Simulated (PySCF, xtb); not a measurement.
C2H3BrCl2Si, SMILES C=C[Si](Cl)(Cl)Br.

Geometry optimised at B3LYP-D3(BJ)/def2-SVP. One conformer was computed; it need not be the lowest.

Method: PySCF 2.14.0 with C-PCM-PBE0/def2-SVP.

The values are the electrostatic part of the solvation free energy, E(continuum) − E(gas) at the gas-phase geometry, in a cavity of scaled van der Waals radii (PySCF's table); cavitation and dispersion terms are not included. In vacuum the orbital gap is 7.35 eV. The dipole moment in vacuum is 2.26 D.

Computed values in water (ε = 78.36), toluene (ε = 2.37), 1-octanol (ε = 9.86):
```csv
solvent,ε,ΔG(elec) (kcal/mol),dipole (D),gap (eV)
water,78.36,-2.3,2.91,7.40
toluene,2.37,-1.2,2.60,7.39
1-octanol,9.86,-2.0,2.83,7.40
```

For comparison, GFN2-xTB/ALPB(water) (xtb, at the GFN2-xTB geometry, all terms of that model) gives -1.6 kcal/mol.
